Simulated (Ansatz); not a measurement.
Ideal-gas functions of BrHInO, SMILES `[OH][In][Br]` radical at 298.15 K and 1 bar, from an Ansatz frequency run at PBE0-D4/def2-TZVP.

Molar mass 211.73 g/mol, point group Cs (symmetry number 1), electronic degeneracy 2, moments of inertia 40.423, 366.797, 407.221 u Å². Harmonic wavenumbers (cm⁻¹, unscaled): 97, 231, 253, 548, 758, 3870.

Use S(trans) = R[1.5 ln M + 2.5 ln T − 1.1517]; rotational temperatures θ = 24.2544 K / I; S(rot) = R[ln(√π/σ · √(T³/θAθBθC)) + 1.5]; for each mode x = 1.438777 ν̃/T, S = R[x/(eˣ − 1) − ln(1 − e⁻ˣ)] and H = RT x/(eˣ − 1); 1 cm⁻¹ = 0.0119627 kJ/mol; R = 8.31446 J/(mol·K).

Task: By hand: the entropy, in J/(mol·K).

Result: Translation 175.6. Rotation: θ = 0.6, 0.0661, 0.0596 K, giving 113.4. Vibration, mode by mode: 14.70, 7.83, 7.15, 2.29, 1.02, 0.00, in all 33.0. Electronic 5.8. Sum 327.8 J/(mol·K).

Task: By hand: H − E and G − E in kJ/mol, counted from the electronic energy.

Result: Zero-point energy ½ × 5757 × 0.0119627 = 34.4; thermal vibration 5.3; translation, rotation and pV give 4 RT = 9.9. H − E = 49.6 kJ/mol, and G − E = 49.6 − 298.15 × 327.8/1000 = -48.1 kJ/mol.

Vibration gives 10 % of the entropy, 14.7 J/(mol·K) of it from the mode under 150 cm⁻¹: soft modes count most, and the harmonic formula is weakest for them. The sum counts one conformer and one mirror image; others add a mixing term.
